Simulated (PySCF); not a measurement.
# Sr (strontium, neutral) across methods

[Kr] 5s1 6s1, high-spin 3S determinant (an excited configuration). Computed with PySCF 2.14 in aug-cc-pwCVTZ-X2C with one added diffuse shell each of s, p, d, f type (11s10p8d4f, 109 functions), with scalar relativity by spin-free X2C-1e.

```
   method  E (hartree)  mean ε 4p β (eV)  mean ε 5s α (eV)  mean ε 6s α (eV)  Σ⟨r²⟩ (bohr²)   ⟨S²⟩
      PBE     -3178.77           -25.929            -5.789            -1.371          155.5  2.000
CAM-B3LYP     -3179.33           -29.407            -7.378            -1.772          164.3  2.000
      LDA     -3174.98           -26.032            -5.985            -1.361          153.3  2.000
   r2SCAN     -3179.13           -26.706            -5.943            -1.310          159.5  2.001
      UHF  -3177.25038           -32.848            -7.824            -1.936          178.7  2.000
    TPSSh     -3179.03           -27.009            -5.935            -1.395          158.7  2.000
     PBE0     -3178.84           -27.939            -6.387            -1.572          158.9  2.000
```

The outer electron is Rydberg-like, and this basis confines it to a smaller radius and binds it less than a complete one would.
